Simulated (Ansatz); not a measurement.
Consider the formal exchange of groups at the Sc–Cl bond: `[CH3][Sc]([NH2])[Cl]` + CH₄ → `[CH3][Sc]([CH3])[NH2]` + HCl.

Gas-phase electronic energies from Ansatz, PBE0-D4/def2-TZVP geometries. CBS: MP2 limit from def2 TZ/QZ plus the TZ coupled-cluster correction, frozen cores. This one scheme is used for every species. Functionals use def2-TZVPP. B3LYP here is the variant with VWN-RPA as its local correlation; programs differ in this. HSE06 is defined as in plane-wave codes. For Sc outer-core shells are correlated without core-valence functions, which leaves a few kJ/mol of doubt a bond. Scalar relativity is left out up to krypton. One conformer a species, not always the lowest.

| level | ΔE (kJ/mol) | difference from CCSD(T)/CBS |
| --- | --- | --- |
| LDA (SPW92) | 249.5 | -3.7 |
| PBE-D4 | 252.0 | -1.2 |
| revPBE-D4 | 250.3 | -2.9 |
| BLYP-D4 | 256.7 | 3.5 |
| r2SCAN-D4 | 263.0 | 9.8 |
| B97M-V | 265.1 | 11.9 |
| PBE0-D4 | 256.6 | 3.4 |
| r2SCANh-D4 | 263.4 | 10.2 |
| r2SCAN0-D4 | 264.2 | 11.0 |
| HSE06-D4 | 256.7 | 3.5 |
| BHLYP-D4 | 267.7 | 14.5 |
| CAM-B3LYP-D4 | 260.9 | 7.7 |
| ωB97M-V | 255.8 | 2.6 |
| B2PLYP | 263.3 | 10.1 |
| PBE-QIDH | 261.9 | 8.7 |
| PBE | 252.6 | -0.6 |
| revPBE | 252.3 | -0.9 |
| BLYP | 257.9 | 4.7 |
| r2SCAN | 263.3 | 10.1 |
| PBE0 | 257.1 | 3.9 |
| B3LYP | 261.4 | 8.2 |
| r2SCANh | 263.7 | 10.5 |
| r2SCAN0 | 264.5 | 11.3 |
| HSE06 | 257.1 | 3.9 |
| BHLYP | 267.9 | 14.7 |
| CAM-B3LYP | 261.3 | 8.1 |
| RPA@PBE/def2-TZVPP | 249.8 | -3.4 |
| HF/def2-SVP | 281.5 | 28.3 |
| MP2/def2-SVP | 271.1 | 17.9 |
| CCSD/def2-SVP | 267.0 | 13.8 |
| HF/def2-TZVPP | 276.1 | 22.9 |
| MP2/def2-TZVPP | 260.7 | 7.5 |
| CCSD/def2-TZVPP | 256.1 | 2.9 |
| CCSD(T)/def2-TZVPP | 255.7 | 2.5 |
| HF/def2-QZVPP | 275.1 | 21.9 |
| MP2/def2-QZVPP | 258.9 | 5.7 |
| SCS-MP2/def2-QZVPP | 258.9 | 5.7 |
| HF/CBS(def2) | 275.0 | 21.8 |
| MP2/CBS(def2) | 258.2 | 5.0 |
| CCSD/CBS(def2) | 253.5 | 0.3 |
| CCSD(T)/CBS | 253.2 | 0 |

Largest T1 diagnostic among the species: 0.013.

At CCSD(T), def2-SVP lies +14.3 kJ/mol from the extrapolated value and def2-TZVPP +2.5 kJ/mol. In def2-TZVPP, CCSD(T) changes the Hartree–Fock value by −20.3 kJ/mol (the triples alone add −0.4 kJ/mol) and MP2 by −15.3 kJ/mol. From BLYP to BHLYP (50 % exact exchange), in def2-TZVPP and without D4, ΔE moves by +10.0 kJ/mol.

CCSD(T)/CBS has its own doubt, a few kJ/mol and more with outer-core shells, so smaller differences from it don't rank the levels.
